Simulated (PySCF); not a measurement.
**Computed vibrations of NdBr2**

NdBr2 (singlet in the valence; each metal's 4f electrons, 4 of them, lie in its core potential, out of spins and levels). PySCF 2.14.0, RKS PBE0, Nd lcecp-0-SVP with ECP50, Br def2-SVP; non-relativistic Hamiltonian with scalar-relativistic core potentials where named; density fitting; no spin-orbit coupling. Central differences of gradients.

```xyz
3

Nd    0.0000    0.0000   -0.5059
Br    2.6573    0.0000    0.4548
Br   -2.6573    0.0000    0.4548
```

Run from Python with OMP_NUM_THREADS=2. Where DIIS fails, smearing, a level shift and second-order steps follow.
It took 29 s on 2 threads of Arm Neoverse V1, on a shared host.

Task: What are the harmonic wavenumbers and infrared intensities?

Result: Modes are labelled in C2v; negative numbers are unstable modes, those under 60 cm⁻¹ near the noise; a finer grid moves soft modes by up to 10 cm⁻¹.
| cm⁻¹ | km/mol | symmetry |
| --- | --- | --- |
| 31 | 11.7 | a1 |
| 177 | 6.8 | a1 |
| 216 | 72.9 | b2 |

Task: Is this a minimum?

Result: Yes, within the noise of the softest modes. Ideal gas at 298.15 K and 1 bar: S = 354.5 J/(mol K), Cp = 57.0 J/(mol K), H − H(0 K) = 15.2 kJ/mol (rigid rotor, harmonic modes, spin degeneracy alone, that of the 4f electrons in the core included; the modes under 60 cm⁻¹ make these uncertain).

An lcecp potential fixes the number of 4f electrons, so in runs with it no electron can move into or out of that shell; real Nd(II) is rare or takes another configuration.
